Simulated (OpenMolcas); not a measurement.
Er3+ among 6 point charges of -0.5 e arranged as an octahedron (Oh).

- Program: OpenMolcas
- Method: CASSCF
- Basis: ANO-RCC-VTZP [8s7p5d3f2g1h]
- Scalar Hamiltonian: DKH2, point nucleus
- Active space: 11 electrons in 7 orbitals (4f)
- State averaging: 2S+1 = 4 odd, 35 roots (30 in the spin-orbit step); 2S+1 = 2 odd, 56 roots kept (CI in the orbitals of an earlier block)
- Spin-orbit coupling: RASSI with atomic mean-field integrals over the reference wave functions

All point charges move together. At R = 2.43 Å the width of the lowest J multiplet is 56 cm-1, and at R = 2.6 Å it is 40 cm-1.

Q: A third run gives 89 cm-1. What distance was it run at?

A: With a power law R^-n the two known points give n = -ln(40 / 56) / ln(2.6 / 2.43) = 4.98. Then R = 2.43 × (56 / 89)^(1/4.98) = 2.214 Å. The run was at 2.21 Å, so the estimate is off by +0.004 Å.

High states are left out of the spin-orbit mixing, which shifts the levels that they would mix with. This is an electrostatic model: the charges have no orbitals. A group larger than the point group allows holds several states that coincide in this model. No measured value stands beside these numbers.
